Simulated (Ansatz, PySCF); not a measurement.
Molecule: C3H8BO, net charge 0, doublet state. SMILES: B(O[CH2])(C)C
Geometry from a B3LYP-D3(BJ)/def2-TZVP (Ansatz, a quantum-chemistry and plane-wave program) optimisation:
```
B
O 1 1.3810
C 2 1.3485 1 125.69
H 3 1.0773 2 115.81 1 180.00
H 3 1.0793 4 123.75 2 180.00
C 1 1.5669 2 115.95 3 180.00
H 6 1.0903 1 113.43 2 0.00
H 6 1.0957 7 108.49 1 123.04
H 6 1.0957 7 108.49 8 113.91
C 1 1.5739 2 120.74 3 0.00
H 10 1.0901 1 112.43 2 -180.00
H 10 1.0955 11 107.72 1 123.03
H 10 1.0955 11 107.72 12 113.93
```
Charge 0, spin multiplicity 2.

Property: size of the dipole moment, in D. Terms: LANL2DZ all-electron up to Ne; dispersion terms only where a functional's name holds one; open shells spin-unrestricted; spin-orbit terms left out; 6-311+G** with 5d; non-relativistic; 6-31G* and kin with 6d, 5d where marked. First-principles rows: single points at B3LYP-D3(BJ) geometries (Ansatz).

```json
[
 {"level": "SVWN5/6-31G*", "program": "Ansatz", "size of the dipole moment (D)": "0.91"},
 {"level": "PBE/STO-3G", "program": "Ansatz", "size of the dipole moment (D)": "0.92"},
 {"level": "PBE/LANL2DZ", "program": "Ansatz", "size of the dipole moment (D)": "1.28"},
 {"level": "PBE/6-31G*", "program": "Ansatz", "size of the dipole moment (D)": "0.90"},
 {"level": "BP86/def2-SVP", "program": "PySCF", "size of the dipole moment (D)": "0.93"},
 {"level": "B3LYP/STO-3G", "program": "Ansatz", "size of the dipole moment (D)": "0.89"},
 {"level": "B3LYP/3-21G", "program": "Ansatz", "size of the dipole moment (D)": "1.18"},
 {"level": "B3LYP/LANL2DZ", "program": "Ansatz", "size of the dipole moment (D)": "1.36"},
 {"level": "B3LYP/6-31G*", "program": "Ansatz", "size of the dipole moment (D)": "0.94"},
 {"level": "B3LYP/6-311+G**", "program": "Ansatz", "size of the dipole moment (D)": "0.96"},
 {"level": "PBE0/6-311+G**", "program": "Ansatz", "size of the dipole moment (D)": "0.98"},
 {"level": "M06-2X/6-311+G**", "program": "PySCF", "size of the dipole moment (D)": "1.01"},
 {"level": "B3PW91/6-31G* (5d)", "program": "PySCF", "size of the dipole moment (D)": "0.96"}
]
```

No value to compare with is used here. The 13 habitual levels span 0.89 (B3LYP/STO-3G) to 1.36 D (B3LYP/LANL2DZ).

The levels are drawn from those run, B3LYP/6-31G* more often than the rest, none by its result; left out are runs that failed, that the program found above a lower state of the same kind, or whose <S^2> lies over 0.5 above the pure value.
